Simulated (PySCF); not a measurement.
Isomers of C4H14Si3, mass 146.040 u with the commonest isotopes. Computed with PBE0-D3(BJ)/def2-SVP geometry optimisation, gas phase (PySCF). One conformer each, none proved a minimum here; rigid rotors.

Question: Order these by rotational constant B, smallest first.
A. `C=C(C)C([SiH3])([SiH3])[SiH3]`
B. `[SiH3:1][SiH:2]([SiH3:3])[CH:4]1[CH2:5][CH2:6][CH2:7]1` with Si1–Si2–C4–C5 173°, Si2–C4–C5–C6 -141°, C4–C5–C6–C7 18°, C5–C6–C7–C4 -18°, Si2–C4–C7–C6 141°
C. `[SiH3]C([SiH3])([SiH3])C1CC1`

Answer: B (923.4 MHz), C (1178 MHz), A (1270 MHz).

Question: Order these by rotational constant A, largest first.
A. `C=C(C)C([SiH3])([SiH3])[SiH3]`
B. `[SiH3:1][SiH:2]([SiH3:3])[CH:4]1[CH2:5][CH2:6][CH2:7]1` with Si1–Si2–C4–C5 173°, Si2–C4–C5–C6 -141°, C4–C5–C6–C7 18°, C5–C6–C7–C4 -18°, Si2–C4–C7–C6 141°
C. `[SiH3]C([SiH3])([SiH3])C1CC1`

Answer: B (1654 MHz), C (1487 MHz), A (1370 MHz).

Question: Order these by rotational constant C, largest first.
A. `[SiH3]C([SiH3])([SiH3])C1CC1`
B. `[SiH3:1][SiH:2]([SiH3:3])[CH:4]1[CH2:5][CH2:6][CH2:7]1` with Si1–Si2–C4–C5 173°, Si2–C4–C5–C6 -141°, C4–C5–C6–C7 18°, C5–C6–C7–C4 -18°, Si2–C4–C7–C6 141°
C. `C=C(C)C([SiH3])([SiH3])[SiH3]`

Answer: C (1137 MHz), A (1111 MHz), B (630.6 MHz).

```csv
SMILES,point group,Ia (u·Å²),Ib (u·Å²),Ic (u·Å²),κ,μa (D),μb (D),μc (D)
[SiH3]C([SiH3])([SiH3])C1CC1,near Cs,339.93,429.14,454.86,-0.65,0.89,0.01,0.39
[SiH3][SiH]([SiH3])C1CCC1,Cs,305.55,547.33,801.37,-0.43,1.25,0.00,0.18
C=C(C)C([SiH3])([SiH3])[SiH3],–,368.84,397.86,444.32,0.14,0.89,0.18,0.03
```
